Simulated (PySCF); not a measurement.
boroxine (B₃H₃O₃), SMILES B1OBOBO1.

Geometry optimised at ωB97X-D3(BJ)/def2-SVP.

These are PBE/def2-TZVP in PySCF values and carry that method's errors.

Symmetry labels are those of the subgroup C2v that the program uses (full group D3h).

Computed valence orbital energies around the gap with their symmetry:
| orbital | symmetry | energy (eV) |
|---|---|---|
| HOMO−7 | B2 | -11.44 |
| HOMO−6 | A1 | -9.78 |
| HOMO−5 | B1 | -9.78 |
| HOMO−4 | A1 | -9.71 |
| HOMO−3 | B2 | -9.39 |
| HOMO−2 | A2 | -9.39 |
| HOMO−1 | B1 | -8.01 |
| HOMO | A1 | -8.01 |
| LUMO | B2 | -1.69 |
| LUMO+1 | A2 | -1.69 |
| LUMO+2 | B2 | -0.01 |
| LUMO+3 | A1 | 0.23 |
